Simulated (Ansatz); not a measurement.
This geometry of AlCl3FH (6 atoms, charge 0, multiplicity 1) is a first-order saddle point.

Theory: RKS PBE-D4/def2-SVP in Ansatz 0.2.0.

```xyz
6
Properties=species:S:1:pos:R:3
Al -0.407 -0.341 -0.188
Cl 1.212 1.369 -0.539
Cl 0.171 -2.107 -1.155
Cl -2.347 0.434 -0.342
H 1.052 0.785 0.792
F 0.320 -0.140 1.432
```

(1) Which two structures does it join? (They come from a converged band through this point; their orientation in space is the band's.)

(2) How far does it lie above each of them?

Answers

(1) Bonds broken: H5–F6. Bonds formed: Cl2–H5.

Image 0:

```xyz
6
Properties=species:S:1:pos:R:3
Al -0.339 -0.206 -0.406
Cl 1.141 1.367 -0.749
Cl 0.169 -2.121 -1.097
Cl -2.340 0.416 -0.287
H 0.991 0.627 1.103
F 0.379 -0.083 1.436
```

Image 6:

```xyz
6
Properties=species:S:1:pos:R:3
Al -0.457 -0.421 -0.097
Cl 1.221 1.379 -0.539
Cl 0.168 -2.096 -1.193
Cl -2.345 0.445 -0.381
H 1.186 0.938 0.735
F 0.228 -0.245 1.474
```

(2) 10.4 kJ/mol above the first and 1.9 kJ/mol above the second. This is the barrier of this one path; another mechanism may lie lower. The orbitals stay closed-shell, which can raise the energy where a bond breaks towards radicals; this wasn't checked here.

The run took 29 s on 2 threads of Intel(R) Xeon(R) Platinum 8488C (Sapphire Rapids), on a shared host, peak memory 0.15 GiB.
